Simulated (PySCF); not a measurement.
Isomers of C9H8O2, mass 148.052 u with the commonest isotopes. Computed with PBE0/pcSseg-1 in PySCF (dipole) on a GFN2-xTB geometry, gas phase. One conformer each, none proved a minimum here; rigid rotors.

Task: Order these by rotational constant A, smallest first.
A. `[O:1]=[CH:2][O:3][C:4]1=[CH:5]/[CH:6]=[CH:7]\[CH:8]=[CH:9]/[CH:10]=[CH:11]\1` with O1–C2–O3–C4 0°, C2–O3–C4–C5 16°, C4–C5–C6–C7 59°, C6–C7–C8–C9 -59°, C8–C9–C10–C11 58°, O3–C4–C11–C10 124°
B. `[CH2:1]=[C:2]1[CH:3]=[CH:4][CH:5]=[C:6]([C:7](=[O:8])[OH:9])[CH:10]=[CH:11]1` with C5–C6–C7–O8 -179°, C6–C7–O9–H 180°
C. `[O:1]=[CH:2][c:3]1[cH:4][cH:5][cH:6][c:7]2[c:8]1[CH2:9][O:10][CH2:11]2` with O1–C2–C3–C4 180°

Result: C (1540 MHz), A (2037 MHz), B (2669 MHz).

Task: Order these by rotational constant B, smallest first.
A. `[CH2:1]=[C:2]1[CH:3]=[CH:4][CH:5]=[C:6]([C:7](=[O:8])[OH:9])[CH:10]=[CH:11]1` with C5–C6–C7–O8 -179°, C6–C7–O9–H 180°
B. `[O:1]=[CH:2][c:3]1[cH:4][cH:5][cH:6][c:7]2[c:8]1[CH2:9][O:10][CH2:11]2` with O1–C2–C3–C4 180°
C. `[O:1]=[CH:2][O:3][C:4]1=[CH:5]/[CH:6]=[CH:7]\[CH:8]=[CH:9]/[CH:10]=[CH:11]\1` with O1–C2–O3–C4 0°, C2–O3–C4–C5 16°, C4–C5–C6–C7 59°, C6–C7–C8–C9 -59°, C8–C9–C10–C11 58°, O3–C4–C11–C10 124°

Result: A (697.0 MHz), C (824.8 MHz), B (1247 MHz).

Task: Order these by dipole moment, smallest first.
A. `[O:1]=[CH:2][c:3]1[cH:4][cH:5][cH:6][c:7]2[c:8]1[CH2:9][O:10][CH2:11]2` with O1–C2–C3–C4 180°
B. `[CH2:1]=[C:2]1[CH:3]=[CH:4][CH:5]=[C:6]([C:7](=[O:8])[OH:9])[CH:10]=[CH:11]1` with C5–C6–C7–O8 -179°, C6–C7–O9–H 180°
C. `[O:1]=[CH:2][O:3][C:4]1=[CH:5]/[CH:6]=[CH:7]\[CH:8]=[CH:9]/[CH:10]=[CH:11]\1` with O1–C2–O3–C4 0°, C2–O3–C4–C5 16°, C4–C5–C6–C7 59°, C6–C7–C8–C9 -59°, C8–C9–C10–C11 58°, O3–C4–C11–C10 124°

Result: C (2.09 D), B (2.24 D), A (4.15 D).

| SMILES | point group | Ia (u·Å²) | Ib (u·Å²) | Ic (u·Å²) | κ | μa (D) | μb (D) | μc (D) |
| --- | --- | --- | --- | --- | --- | --- | --- | --- |
| C=C1C=CC=C(C(=O)O)C=C1 | near Cs | 189.35 | 725.09 | 914.19 | -0.86 | 0.78 | 2.09 | 0.02 |
| O=Cc1cccc2c1COC2 | near Cs | 328.21 | 405.29 | 727.03 | 0.31 | 0.78 | 4.08 | 0.11 |
| O=COC1=C/C=C\C=C/C=C\1 | C1 | 248.04 | 612.74 | 730.59 | -0.80 | 1.41 | 1.39 | 0.67 |
